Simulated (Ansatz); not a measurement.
`O[Si]1(S)C[SiH2]1`, 11 atoms. Charge 0, multiplicity 1. All runs use 4 threads of a server CPU on a shared host. Correlated methods freeze the cores.

(1) How many basis functions does each run have, and how long does it take in Ansatz? direct RPA on PBE orbitals/def2-TZVPP energy; RKS ωB97M-V/def2-QZVPP energy; RKS BLYP-D4/def2-TZVPP energy; RKS PBE0-D4/def2-QZVPP energy; RKS PBE0-D4/def2-TZVP frequencies; RKS ωB97M-V/def2-SVP energy; RKS PBE0-D4/def2-SVP energy; RHF-CCSD(T)/def2-SVP energy; RHF-CCSD(T)/def2-TZVPP energy; RKS PBE0-D4/def2-TZVP relaxation (37 steps); RKS r2SCAN-D4/def2-TZVPP energy and forces; RHF-MP2/def2-QZVPP energy. (Estimate.)

Answers

(1) Computed: Other jobs shared the machine, so times are rough.

```
                                level                    job  functions  wall time  peak host memory (GiB)
                 RKS PBE0-D4/def2-SVP                 energy        112      1.4 s                    0.23
               RKS BLYP-D4/def2-TZVPP                 energy        272      2.5 s                    0.42
                 RHF-CCSD(T)/def2-SVP                 energy        112      4.8 s                    0.49
direct RPA on PBE orbitals/def2-TZVPP                 energy        272        6 s                    0.67
                 RKS ωB97M-V/def2-SVP                 energy        112        6 s                    0.37
             RKS r2SCAN-D4/def2-TZVPP      energy and forces        272        6 s                    0.44
               RKS PBE0-D4/def2-QZVPP                 energy        504       12 s                     2.2
               RKS ωB97M-V/def2-QZVPP                 energy        504       26 s                     2.6
                   RHF-MP2/def2-QZVPP                 energy        504       33 s                     3.3
                RKS PBE0-D4/def2-TZVP  relaxation (37 steps)        209    2.4 min                    0.64
                RKS PBE0-D4/def2-TZVP            frequencies        209    2.9 min                    0.63
               RHF-CCSD(T)/def2-TZVPP                 energy        272    3.1 min                     6.6
```
